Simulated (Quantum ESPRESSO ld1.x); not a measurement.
H I, 1 electrons, occupied as 1s1. All-electron calculation, scalar-relativistic Kohn-Sham, LDA (Slater exchange, VWN5 correlation), spin-polarised, spherical densities, point nucleus; open shells are filled with parallel spins first. Program: ld1.x of Quantum ESPRESSO 7.5.

Normalised radial functions P(r) = r R(r), r in bohr:

r,1s up,1s down
0.05019,0.0930,0.0649
0.06431,0.1175,0.0820
0.08241,0.1479,0.1032
0.1065,0.1865,0.1302
0.1364,0.2319,0.1621
0.1748,0.2858,0.2001
0.224,0.3485,0.2447
0.2871,0.4190,0.2954
0.3708,0.4973,0.3531
0.4752,0.5736,0.4117
0.609,0.6426,0.4692
0.7804,0.6939,0.5203
1,0.7153,0.5587
1.281,0.6960,0.5778
1.655,0.6269,0.5710
2.121,0.5161,0.5344
2.718,0.3784,0.4670
3.483,0.2398,0.3734
4.464,0.1265,0.2655
5.766,0.0515,0.1593
7.389,0.0161,0.0803
9.469,0.0036,0.0323

1s up: eigenvalue -7.319 eV, 0 radial nodes, <r> = 1.58 bohr, 90 % of the charge inside 2.84 bohr. 1s down (empty): eigenvalue -2.726 eV, 0 radial nodes, <r> = 2.34 bohr, 90 % of the charge inside 4.30 bohr.
